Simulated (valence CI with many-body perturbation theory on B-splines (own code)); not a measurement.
Results of a calculation; reference values are marked as such.
# Level structure of La³³⁺

Method: relativistic CI+MBPT: six valence electrons over a frozen Dirac-Fock core [Ar], a basis of 7 s, 7 p, 8 d, 6 f, 4 g, 1 h functions for each j, with the one-electron correlation potential Σ1 (screened to all orders), the two-electron term Σ2, the three-electron term Σ3, Breit, model QED; selected single and double excitations, second order for the rest, scaled by the run's own slope (own B-spline code, finite nucleus).

No measured spectrum was set against this ion. As an estimate, large intervals hold to a few tenths of a per cent, small ones and those within an open d or f shell to about a per cent. Core correlation moves these levels by up to 6700 cm⁻¹, and in measured spectra 5 to 20 % of such shifts remained as error; rates that hang on mixing are uncertain with them. Among the levels kept, up to 1000 cm⁻¹ of a level comes from second order outside the variational space, and about a tenth of that is noise between levels of different J, which matters for small intervals. Only levels of the ground parity were solved; by the run's estimate the other parity begins above the list, which can be wrong where configurations are misplaced.

Levels 1 to 34 of 34, with energies above the lowest level, (3d3/2^4 3d5/2^2) J=4. "Leading %" is the weight of the configuration and term that name the level; weights of strongly mixed levels are sums over their largest components and can fall short. In the jj column 3d3/2^4 stands for four electrons in 3d with j = 3/2.

```tsv
No.	Configuration	Term	J	E (cm⁻¹)	Leading %	g	Second component	Leading jj
1	3d⁶	⁵D	4	0	53	1.340	32 % 3d⁶ ³F	3d3/2^4 3d5/2^2 (85 %)
2	3d⁶	³P	2	40571	44	1.356	26 % 3d⁶ ⁵D	3d3/2^4 3d5/2^2 (87 %)
3	3d⁶	⁵D	0	106370	39		38 % 3d⁶ ³P	3d3/2^4 3d5/2^2 (64 %)
4	3d⁶	⁵D	3	115060	79	1.417	14 % 3d⁶ ³F	3d3/2^3 3d5/2^3 (89 %)
5	3d⁶	⁵D	1	139630	64	1.396	26 % 3d⁶ ³P	3d3/2^3 3d5/2^3 (89 %)
6	3d⁶	⁵D	4	144250	32	1.126	24 % 3d⁶ ³H	3d3/2^3 3d5/2^3 (83 %)
7	3d⁶	³G	5	184680	57	1.122	43 % 3d⁶ ³H	3d3/2^3 3d5/2^3 (99 %)
8	3d⁶	³H	6	184940	74	1.118	26 % 3d⁶ ¹I	3d3/2^3 3d5/2^3 (98 %)
9	3d⁶	³F	2	215600	52	0.920	28 % 3d⁶ ¹D	3d3/2^3 3d5/2^3 (84 %)
10	3d⁶	³F	3	220400	34	1.032	32 % 3d⁶ ³G	3d3/2^3 3d5/2^3 (91 %)
11	3d⁶	⁵D	2	259130	50	1.303	18 % 3d⁶ ³P	3d3/2^2 3d5/2^4 (67 %)
12	3d⁶	³G	4	282340	44	1.015	28 % 3d⁶ ¹G	3d3/2^3 3d5/2^3 (74 %)
13	3d⁶	³D	1	287260	56	0.934	35 % 3d⁶ ³P	3d3/2^3 3d5/2^3 (83 %)
14	3d⁶	³P	0	291900	75		18 % 3d⁶ ⁵D	3d3/2^2 3d5/2^4 (34 %)
15	3d⁶	³D	2	295750	41	1.251	36 % 3d⁶ ³P	3d3/2^3 3d5/2^3 (51 %)
16	3d⁶	¹S	0	303200	50		33 % 3d⁶ ⁵D	3d3/2^2 3d5/2^4 (61 %)
17	3d⁶	³F	3	314830	48	1.102	30 % 3d⁶ ¹F	3d3/2^3 3d5/2^3 (92 %)
18	3d⁶	³F	4	316310	43	1.091	35 % 3d⁶ ³H	3d3/2^2 3d5/2^4 (90 %)
19	3d⁶	³H	5	336170	57	1.100	43 % 3d⁶ ³G	3d3/2^2 3d5/2^4 (99 %)
20	3d⁶	¹F	3	343340	32	1.178	29 % 3d⁶ ³D	3d3/2^2 3d5/2^4 (73 %)
21	3d⁶	¹I	6	359650	74	1.037	26 % 3d⁶ ³H	3d3/2^2 3d5/2^4 (98 %)
22	3d⁶	³G	3	367080	53	0.925	37 % 3d⁶ ³F	3d3/2^2 3d5/2^4 (93 %)
23	3d⁶	³P	1	402090	66	1.154	34 % 3d⁶ ³D	3d3/2^2 3d5/2^4 (80 %)
24	3d⁶	¹G	4	410440	61	1.053	25 % 3d⁶ ³F	3d3/2^2 3d5/2^4 (78 %)
25	3d⁶	¹D	2	411060	40	1.051	31 % 3d⁶ ³P	3d3/2^2 3d5/2^4 (80 %)
26	3d⁶	³P	1	467750	72	1.495	27 % 3d⁶ ⁵D	3d3/2 3d5/2^5 (88 %)
27	3d⁶	³F	2	470600	79	0.792	9 % 3d⁶ ³D	3d3/2^2 3d5/2^4 (91 %)
28	3d⁶	³F	4	481980	67	1.163	16 % 3d⁶ ¹G	3d3/2^2 3d5/2^4 (78 %)
29	3d⁶	¹G	4	553760	62	1.022	17 % 3d⁶ ³F	3d3/2 3d5/2^5 (69 %)
30	3d⁶	³P	2	576690	54	1.280	21 % 3d⁶ ¹D	3d3/2 3d5/2^5 (85 %)
31	3d⁶	³F	3	584570	45	1.062	28 % 3d⁶ ¹F	3d3/2 3d5/2^5 (90 %)
32	3d⁶	¹D	2	605440	91	1.002		3d3/2^2 3d5/2^4 (88 %)
33	3d⁶	³P	0	620690	49		42 % 3d⁶ ¹S	3d5/2^6 (64 %)
34	3d⁶	¹S	0	762730	78		20 % 3d⁶ ³P	3d3/2^2 3d5/2^4 (62 %)
```

The ionisation energy to 3d⁵ ⁶S5/2 of the next ion comes out as 2162.3 eV (NIST: 2162 ± 5 eV (theoretical)). All 34 levels together are meant to be complete up to 793140 cm⁻¹.
